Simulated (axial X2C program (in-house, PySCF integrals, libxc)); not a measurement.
# Curves of HCeH⁺ from open-shell CI on f1 s0 d(πδ)0

Calculated with an axial X2C code built on PySCF integrals: two-component X2C with atomic mean-field Coulomb and Gaunt terms, basis H dyall-v3z, Ce dyall-v3z (cores contracted in-house). Orbitals come from Hartree–Fock averaged over the configuration Ce f1 s0 d(πδ)0; CI then distributes these electrons over the f, s, d(πδ) shells of Ce.

Scan along the symmetric stretch (R is each bond); masses H 1.008 u, Ce 139.905 u, H 1.008 u. Energies in cm⁻¹ from the lowest point; levels are followed by energy order within each Ω. Lowest level at 2.133 Å: 100% f1.

```
R (Å)  (1)Ω=5/2  (1)Ω=3/2  (1)Ω=7/2  (1)Ω=1/2  (2)Ω=5/2  (2)Ω=3/2  (2)Ω=1/2
1.984      1714      2967      3647      4607      4693      5863      8485
2.058       380      1664      2315      3234      3395      4536      6770
2.133         0      1298      1937      2794      3035      4144      6059
2.218       534      1829      2475      3243      3575      4644      6272
2.304      1905      3186      3850      4517      4941      5968      7366
2.400      4200      5453      6150      6696      7219      8198      9394
2.517      7799      9008      9754     10149     10788     11710     12716
```

Fit the curves (1)Ω=5/2, (1)Ω=3/2, (1)Ω=7/2, (1)Ω=1/2, (2)Ω=5/2, (2)Ω=3/2, (2)Ω=1/2 near their minima.

From the open-shell CI curves, Te from the lowest:

```json
{"level": "(1)Ω=5/2", "Te (cm⁻¹)": "0", "Re (Å)": "2.128", "ωe (cm⁻¹)": "1554.2"}
{"level": "(1)Ω=3/2", "Te (cm⁻¹)": "1297", "Re (Å)": "2.128", "ωe (cm⁻¹)": "1541.5"}
{"level": "(1)Ω=7/2", "Te (cm⁻¹)": "1937", "Re (Å)": "2.128", "ωe (cm⁻¹)": "1555.2"}
{"level": "(1)Ω=1/2", "Te (cm⁻¹)": "2795", "Re (Å)": "2.135", "ωe (cm⁻¹)": "1527.1"}
{"level": "(2)Ω=5/2", "Te (cm⁻¹)": "3034", "Re (Å)": "2.127", "ωe (cm⁻¹)": "1543.7"}
{"level": "(2)Ω=3/2", "Te (cm⁻¹)": "4145", "Re (Å)": "2.130", "ωe (cm⁻¹)": "1534.9"}
{"level": "(2)Ω=1/2", "Te (cm⁻¹)": "6021", "Re (Å)": "2.156", "ωe (cm⁻¹)": "1537.1"}
```

Without dynamic correlation distances can be off by several hundredths of an Å (long for ionic bonds, short for multiple bonds) and the wavenumbers are rough.

There is no dynamic correlation: spin–orbit spacings and, for f shells, spacings inside one term are the most reliable numbers, splittings between terms come out too wide, and energies between configurations are not reliable, so the lowest level need not be the ground state of the molecule. At most 6 roots were kept for each Ω > 0 (twice that for Ω = 0) within 2.2 eV of the lowest, so higher up levels can be missing between those listed; levels with Ω > 0 are doubly degenerate and listed once, Ω = 0 levels singly. States that fill the shells left empty in the average are placed too high. The molecule was held linear; bending was not examined.
